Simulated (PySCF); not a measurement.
Si(H)3(SMe), SMILES CS[SiH3], PBE0/def2-SVP optimised geometry.

```
9

Si    -0.80    -0.34     0.00
S      1.34    -0.34     0.00
C      1.66     0.55    -1.56
H     -1.20    -1.05     1.25
H     -1.34     1.05     0.00
H     -1.34    -1.05    -1.20
H      1.26     0.00    -2.42
H      2.75     0.61    -1.67
H      1.25     1.57    -1.54
```

Density from PBE0/def2-TZVP in PySCF at that geometry.

Minimum of the electron density along straight lines between bonded atoms, close to the bond critical point (lines longer than 1.1 times the sum of covalent radii, or with two minima, are not listed):

```json
[
 {"bond": "Si1–S2", "length / Å": "2.140", "ρ at the minimum / e bohr⁻³": "0.100", "∇²ρ there / e bohr⁻⁵": "0.10", "position (fraction from the first atom)": "0.36"},
 {"bond": "S2–C3", "length / Å": "1.823", "ρ at the minimum / e bohr⁻³": "0.176", "∇²ρ there / e bohr⁻⁵": "-0.28", "position (fraction from the first atom)": "0.53"},
 {"bond": "Si1–H4", "length / Å": "1.491", "ρ at the minimum / e bohr⁻³": "0.120", "∇²ρ there / e bohr⁻⁵": "0.16", "position (fraction from the first atom)": "0.49"},
 {"bond": "Si1–H5", "length / Å": "1.496", "ρ at the minimum / e bohr⁻³": "0.119", "∇²ρ there / e bohr⁻⁵": "0.15", "position (fraction from the first atom)": "0.49"},
 {"bond": "Si1–H6", "length / Å": "1.496", "ρ at the minimum / e bohr⁻³": "0.119", "∇²ρ there / e bohr⁻⁵": "0.15", "position (fraction from the first atom)": "0.49"},
 {"bond": "C3–H7", "length / Å": "1.100", "ρ at the minimum / e bohr⁻³": "0.275", "∇²ρ there / e bohr⁻⁵": "-0.94", "position (fraction from the first atom)": "0.65"},
 {"bond": "C3–H8", "length / Å": "1.098", "ρ at the minimum / e bohr⁻³": "0.275", "∇²ρ there / e bohr⁻⁵": "-0.94", "position (fraction from the first atom)": "0.65"},
 {"bond": "C3–H9", "length / Å": "1.100", "ρ at the minimum / e bohr⁻³": "0.275", "∇²ρ there / e bohr⁻⁵": "-0.94", "position (fraction from the first atom)": "0.65"}
]
```
